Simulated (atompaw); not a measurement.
## PBE PAW (atompaw) dataset for carbon (C), scalar-relativistic all-electron reference.

carbon, PAW, made with atompaw 4.2.0.5 (PBE, scalar-relativistic). Core [He], reference 2s1.5 2p2.5. Waves: 2s (bound): rc 1.60 bohr; 2s channel at 1.55 Ry: rc 1.60 bohr; 2p (bound): rc 1.60 bohr; 2p channel at 0.8 Ry: rc 1.60 bohr. Local part: troulliermartins scheme with l = 2 at 0 Ry, radius 1.25 bohr. Core correction: smooth core density matched at 1.00 bohr. Augmentation charge: besselshape compensation charge, radius 1.20 bohr; PAW radius 1.60 bohr; waves and projectors: custom rrkj gramschmidtortho.

All-electron outer shells of the reference configuration (PBE, scalar-relativistic, ld1.x):

```
shell  level (eV)  outermost node (bohr)  outermost maximum (bohr)
   1s     -273.88                      –                      0.17
   2s      -13.98                   0.38                      1.22
   2p       -5.51                      –                      1.20
```

Task: Does the generator finish with these settings?

Result: Yes, a potential is produced.

Task: Estimate the cutoffs (Ry, on a coarse ladder) from which the occupation-weighted sum of valence levels, in a spherical-Bessel basis at the reference potential, stays within 10 and 1 mRy of its value at 400 Ry.

Result: 25 Ry and 30 Ry.

Task: What does a ghost test show?

Result: No extra level below or beside the all-electron valence levels (s, p, d, f tested).

Task: Is the overlap operator S = 1 + Σ q|β⟩⟨β| positive definite (Bessel basis up to 400 Ry)?

Result: Yes: its lowest eigenvalue is 0.52 (s channel).

Task: Which valence shell sets the plane-wave cutoff?

Result: 2p: its level needs 30 Ry to come within 1 mRy, against 15 Ry for 2s.
